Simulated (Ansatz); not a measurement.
The first iterations of a band of C₂H₄SSeSi (9 atoms, charge 0, multiplicity 1).

Method: RKS PBE/def2-SVP in Ansatz 0.2.0.

- movable images: 5
- climbing image: yes
- spring: 5.0 eV/Å²
- optimiser: quadratic models (default)
- start path: straight line
- force threshold: 0.03 eV/Å
- iteration limit: 60
- end points: relaxed

Image 0:

```xyz
9
Properties=species:S:1:pos:R:3
S 0.461 2.233 -0.168
C 0.304 0.474 -0.176
C 1.249 -0.397 -0.634
Se 0.757 -2.243 -0.247
Si -0.853 -0.785 0.604
H -0.857 2.515 -0.378
H 2.206 -0.168 -1.137
H -2.231 -0.920 0.016
H -0.947 -0.756 2.103
```

Image 6:

```xyz
9
Properties=species:S:1:pos:R:3
S 0.208 2.171 -0.681
C 0.282 0.469 -0.220
C 1.303 -0.384 -0.525
Se 0.869 -2.216 -0.021
Si -0.922 -0.802 0.464
H -0.464 2.611 0.421
H 2.264 -0.153 -1.019
H -2.159 -1.048 -0.353
H -1.294 -0.694 1.917
```

| iteration | highest image above the first end (eV) | largest band force component (eV/Å) |
| --- | --- | --- |
| 1 | 1.178 | 10.442 |
| 2 | 0.238 | 3.690 |

Problem. Does the band converge within its limit, and where does its top end?

Solution. It converged. It ended after 7 iterations with the highest image 0.011 eV above the first end. Another band between the same ends (5 images) ends at a top of the same energy, where a vibrational analysis finds 1 clearly imaginary mode.

The run took 81 s on 2 threads of Arm Neoverse V2, with other jobs on the host, peak memory 0.16 GiB.
